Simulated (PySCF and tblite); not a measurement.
Values are calculated unless marked as measured or tabulated.
C₈H₈S, numbered as in [cH:1]1[cH:2][cH:3][c:4]2[c:5]([cH:6]1)[CH2:7][CH2:8][S:9]2.

Level: PBE0-D3(BJ)/pcSseg-1//GFN2-xTB, thermal terms from GFN2-xTB, symmetry numbers and mirror pairs counted. Conformers within 2.5 kcal/mol (GFN2-xTB free energy) were kept, 4 at most. GIAO shieldings: PBE0/pcSseg-1. Shifts are against TMS (¹H), TMS (¹³C) at the same level. Codes: tblite and PySCF.

What shifts does this protocol give at 298.15 K under fast conformational exchange?

¹H: 7.43 (H3, 1H), 7.42 (H6, 1H), 7.37 (H2, 1H), 7.19 (H1, 1H), 3.37 (H8, 2H), 3.34 (H7, 2H) ppm. ¹³C: 150.5 (C4), 143.8 (C5), 132.8 (C2), 129.7 (C6), 128.6 (C1), 126.9 (C3), 39.3 (C7), 38.4 (C8) ppm.

Shifts are unscaled: against experiment ¹³C can be off by 15 ppm or more and ¹H by 0.8 ppm.
